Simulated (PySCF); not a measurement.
## Oxygen: a sound run and one with changed settings

Sound run: O⁺ [He] 2s2 2p3, O²⁺ [He] 2s2 2p2. Calculation: PySCF 2.14, in def2-SVP; the non-relativistic Hamiltonian (point nucleus). In the sound run the correlated levels freeze 1s2. The sound run starts from symmetry-adapted Hartree-Fock orbitals and uses a fine grid where one is needed.

Changed run: a valence shell is frozen. This setting is unsound on purpose.

```csv
species,method,sound run (hartree),changed run (hartree),converged
O⁺,MP2,-74.34500,-74.29260,yes
O⁺,CCSD(T),-74.36051,-74.29596,yes
O²⁺,MP2,-73.05473,-73.00455,yes
O²⁺,CCSD(T),-73.07812,-73.00557,yes
```

Ionisation energy of O⁺:

```json
{"method": "UHF", "sound run (eV)": "34.727", "changed run (eV)": "34.727"}
{"method": "MP2", "sound run (eV)": "35.110", "changed run (eV)": "35.049"}
{"method": "SCS-MP2", "sound run (eV)": "34.912", "changed run (eV)": "34.835"}
{"method": "CCSD", "sound run (eV)": "34.897", "changed run (eV)": "35.112"}
{"method": "CCSD(T)", "sound run (eV)": "34.896", "changed run (eV)": "35.113"}
```

Freezing a valence shell removes pair correlation that changes on ionisation.

For comparison, NIST gives 35.121 eV between the lowest levels.
